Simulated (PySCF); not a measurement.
Two-component Hartree-Fock for Hg (mercury, neutral)

Start: [Xe] 4f14 5d10 6s1 6p1; 6s1/2 filled at m_j = +1/2; 6p3/2 filled at m_j = +3/2. Calculated with PySCF 2.14 in x2c-SVPall-2c with one added diffuse shell each of s, p, d type (8s11p10d2f, 105 functions): generalised Hartree-Fock with the X2C-1e Hamiltonian and a Gaussian nucleus; spin-orbit coupling (SO) screened by Boettger's factors. This is a chosen level, not necessarily the ground level.

| spinor shell | electrons | ε, screened SO (eV) | weight of nominal j (screened SO) | rms radius, screened SO (bohr) |
| --- | --- | --- | --- | --- |
| 1s1/2 | 2 | -83534.8 | 1.000 | 0.0187 |
| 2s1/2 | 2 | -14957.0 | 1.000 | 0.0756 |
| 2p1/2 | 2 | -14327.3 | 1.000 | 0.0639 |
| 2p3/2 | 4 | -12373.8 | 1.000 | 0.0720 |
| 3s1/2 | 2 | -3620.3 | 1.000 | 0.193 |
| 3p1/2 | 2 | -3337.7 | 1.000 | 0.184 |
| 3p3/2 | 4 | -2898.4 | 1.000 | 0.201 |
| 3d3/2 | 4 | -2434.5 | 1.000 | 0.177 |
| 3d5/2 | 6 | -2341.9 | 1.000 | 0.180 |
| 4s1/2 | 2 | -835.31 | 1.000 | 0.424 |
| 4p1/2 | 2 | -712.77 | 1.000 | 0.429 |
| 4p3/2 | 4 | -605.45 | 1.000 | 0.463 |
| 4d3/2 | 4 | -404.67 | 1.000 | 0.476 |
| 4d5/2 | 6 | -384.53 | 1.000 | 0.486 |
| 5s1/2 | 2 | -141.04 | 1.000 | 0.971 |
| 4f5/2 | 6 | -123.84 | 1.000 | 0.526 |
| 4f7/2 | 8 | -119.70 | 1.000 | 0.528 |
| 5p1/2 | 2 | -97.874 | 1.000 | 1.09 |
| 5p3/2 | 4 | -79.734 | 1.000 | 1.14 |
| 5d3/2 | 4 | -20.069 | 0.995 | 1.54 |
| 5d5/2 | 6 | -17.884 | 0.997 | 1.62 |
| 6s1/2 | 1 | -11.921 | 0.999 | 2.97 |
| 6p3/2 | 1 | -4.677 | 1.000 | 4.52 |

```tsv
quantity	screened SO
E (hartree)	-19638.26326
M_J	2
⟨J²⟩	6.015
⟨L²⟩	2.161
⟨S²⟩	2.159
```

Each row is a mean over spinors that exchange with the open shell spreads, by up to 0.434 eV (5d5/2).

Breit and QED terms are absent; they matter most for the inner s and p1/2 levels.

Densities and radii are taken from the X2C orbitals without a picture-change correction, which distorts them close to the nucleus.
